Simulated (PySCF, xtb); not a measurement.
CCl3, SMILES Cl[C](Cl)Cl (connectivity only; charge and spin as stated), charge +1, multiplicity 1.

GFN2-xTB (xtb) at its own geometry gives an orbital gap of 2.68 eV.

Geometry optimised at PBE0-D3(BJ)/def2-SVP. The multiplicity is an assumed one; other spin states were not compared. The isomer is the one that the SMILES or the coordinates give; other isomers of the formula were not compared.

**Question.** What does B3LYP/def2-TZVPD run with PySCF give? (Estimate from the structure and the level; the computed values follow.)

**Answer.** gap 4.99 eV (levels -15.16 and -10.17 eV).
